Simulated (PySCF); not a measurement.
Level of theory: B3LYP-D3(BJ)/def2-TZVP (PySCF). All species are isolated molecules in the gas phase. B3LYP has the VWN-RPA correlation part, as in Gaussian. Excitations are Tamm–Dancoff values on a coarser integration grid. The basis has no diffuse functions, so Rydberg states are missing or too high.

Reference species (SMILES): `[NH3+]C=O` (not the most basic site) (charge +1, multiplicity 1).

```
Property                                      Result
-------------------------------------------  -------
brightest of the four lowest singlets (TDA)  9.52 eV
S1 excitation (TDA)                          5.27 eV
```

Changed species: `[H]/[O+]=C/N` (proton added at O3; the reference has proton added at N1).

Problem. Give the shifts of the brightest of the four lowest singlets (TDA) and S1 excitation (TDA).

Solution. the brightest of the four lowest singlets (TDA) falls by 0.81 eV, to 8.71 eV; the S1 excitation (TDA) rises by 3.04 eV, to 8.31 eV.
